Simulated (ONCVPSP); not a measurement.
Transferability test, ONCV potential for lithium (Li)

ONCVPSP 4.0.1 input, shortened (lines: element, Z, core and valence counts, functional; n l f; lmax; l rc ep ncon nbas qcut; lloc lpopt rc5 dvloc0; l nproj debl; icmod fcfact rcfact), PBE, scalar-relativistic:

```
  Li 3.00    0    2        4      upf
    1    0    2.00
    2    0    1.00
    1
    0    1.00    0.00    4    8   10.20
    1    1.10    0.25    4    7    8.80
    4    5    0.85    3.00
    0    2    3.90
    1    2    2.00
    0    0.00    0.00
```

Energies are relative to the spin-unpolarised reference configuration 1s2 2s1; without spin polarisation the order of configurations can differ from experiment.

```
valence configuration  charge  ΔE all-electron (eV)  error AE − PS (meV)
              1s2 2s0      +1                 5.296                 +0.3
              1s1 2s1      +1                68.407                 +688
```

What are ΔE and the potential's error for 1s2 2s0.5?

ΔE = 2.049 eV all-electron; the error (AE − PS) is 0.0 meV.

What are ΔE and the potential's error for 1s2 2s0 2p1?

ΔE = 1.787 eV all-electron; the error (AE − PS) is +0.4 meV.

Levels in the configuration 1s2 2s0.5:

| level | all-electron (eV) | pseudo (eV) |
| --- | --- | --- |
| 1s | -55.759 | -55.750 |
| 2s | -5.343 | -5.343 |
